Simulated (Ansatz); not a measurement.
`C[SiH2]C(=O)O` + H₂Te → `C[SiH2][TeH]` + `O=CO` at 700 K and 1 bar (ligand exchange at the Si–C bond).

Calculated with Ansatz (gas phase, PBE0-D4/def2-TZVP geometries, no zero-point term in ΔE). CCSD(T)/CBS adds triple-zeta CCSD(T) − MP2 to the extrapolated MP2 energy (def2 sets, frozen cores). This one scheme is used for every species. Elements past krypton have def2 core potentials. For Te outer-core shells are correlated without core-valence functions, which leaves a few kJ/mol of doubt a bond. Each species was taken in one conformer, which may not be the lowest.

```
        species  CCSD(T)/CBS energy (Eh)  H − E (kJ/mol)  S (J/(mol·K))
`C[SiH2]C(=O)O`               -519.15635           284.1          475.2
           H₂Te               -268.91024            57.2          261.6
 `C[SiH2][TeH]`               -598.49179           226.3          435.2
         `O=CO`               -189.60296           123.9          296.8
```

H − E and S are ideal-gas, rigid-rotor, harmonic terms from PBE0-D4/def2-TZVP, for one conformer and one mirror image of each species. 1 Eh = 2625.50 kJ/mol, R = 8.31446 J/(mol·K).

**Question.** By hand: ΔE, ΔH, ΔS and ΔG.

**Answer.** ΔE = (-598.49179) + (-189.60296) − (-519.15635) − (-268.91024) = -0.02816 Eh = -73.9 kJ/mol. Δ(H − E) = 226.3 + 123.9 − 284.1 − 57.2 = 8.9, so ΔH = -65.0 kJ/mol. ΔS = 435.2 + 296.8 − 475.2 − 261.6 = -4.8 J/(mol·K). ΔG = -65.0 − 700 × (-4.8)/1000 = -61.6 kJ/mol.

**Question.** By hand: the equilibrium constant, and the temperature at which ΔG would vanish if ΔH and ΔS stayed fixed.

**Answer.** log₁₀ K = −ΔG/(RT ln 10) = 4.6. ΔG = 0 at ΔH/ΔS = 13542 K, far beyond where these terms or the molecules hold.

The number of gas molecules stays the same, so ΔS is small and ΔH decides. A doubt of 5 kJ/mol in ΔE shifts log₁₀ K by 0.4 here. Other conformers and mirror images would add mixing entropy, several J/(mol·K) or more a flexible species. Modes under 60 cm⁻¹, often nearly free rotors, make the harmonic entropy too high. These are equilibria of isolated gas molecules and say nothing of rates. Largest T1 diagnostic: 0.016 (customary marks: 0.02 for closed shells, 0.045 for open ones).
